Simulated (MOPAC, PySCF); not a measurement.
C8H14Si, SMILES `CC1=C[Si](C)(C)C(C)=C1`, neutral singlet in the gas phase. 

Z-matrix (Å, degrees):
```
Si
C 1 1.8728
C 2 1.3567 1 107.79
H 2 1.0930 3 121.35 1 -180.00
C 3 1.4932 2 115.80 4 180.00
C 5 1.3521 3 118.00 2 0.00
H 5 1.0987 6 122.94 1 -180.00
C 6 1.4972 5 125.30 7 0.00
H 8 1.1027 6 112.31 5 0.00
H 8 1.1048 9 107.88 6 122.98
H 8 1.1048 9 107.88 10 114.04
C 3 1.5019 2 125.80 4 0.00
H 12 1.0992 3 111.84 2 0.00
H 12 1.1042 13 108.44 3 -122.44
H 12 1.1042 13 108.44 14 -115.11
C 1 1.8866 2 114.40 4 64.18
H 16 1.1011 1 110.65 2 50.17
H 16 1.1024 17 108.13 1 121.91
H 16 1.1027 17 108.23 18 116.47
C 1 1.8866 2 114.40 4 -64.18
H 20 1.1011 1 110.65 2 -50.17
H 20 1.1024 21 108.13 1 -121.91
H 20 1.1027 21 108.23 22 -116.47
```
Charge 0, multiplicity 1.

All levels are single points at this geometry (B3LYP-D3(BJ)/def2-SVP); Pople sets use spherical d functions. Orbital energies aren't observables, and empty levels follow the basis.

SVWN5/6-31G* in PySCF gives HOMO (eV) = -4.90.

Question: Estimate the HOMO (eV) from each of these levels: PBE-D3(BJ)/def2-TZVP in PySCF; ωB97X-D3(BJ)/def2-TZVP in PySCF; B3LYP/3-21G in PySCF; B3LYP/LANL2DZ in PySCF; M06-2X/6-31G* in PySCF; PBE/6-31G* in PySCF; HF/3-21G in PySCF; HF/STO-3G in PySCF; AM1 in MOPAC; PM3 in MOPAC; PM6 in MOPAC; PM7 in MOPAC.

Answer: 
```json
[
 {"level": "PBE-D3(BJ)/def2-TZVP in PySCF", "HOMO (eV)": "-5.12"},
 {"level": "ωB97X-D3(BJ)/def2-TZVP in PySCF", "HOMO (eV)": "-8.37"},
 {"level": "B3LYP/3-21G in PySCF", "HOMO (eV)": "-5.61"},
 {"level": "B3LYP/LANL2DZ in PySCF", "HOMO (eV)": "-5.73"},
 {"level": "M06-2X/6-31G* in PySCF", "HOMO (eV)": "-7.02"},
 {"level": "PBE/6-31G* in PySCF", "HOMO (eV)": "-4.79"},
 {"level": "HF/3-21G in PySCF", "HOMO (eV)": "-8.06"},
 {"level": "HF/STO-3G in PySCF", "HOMO (eV)": "-6.19"},
 {"level": "AM1 in MOPAC", "HOMO (eV)": "-8.94"},
 {"level": "PM3 in MOPAC", "HOMO (eV)": "-8.75"},
 {"level": "PM6 in MOPAC", "HOMO (eV)": "-8.56"},
 {"level": "PM7 in MOPAC", "HOMO (eV)": "-8.83"}
]
```
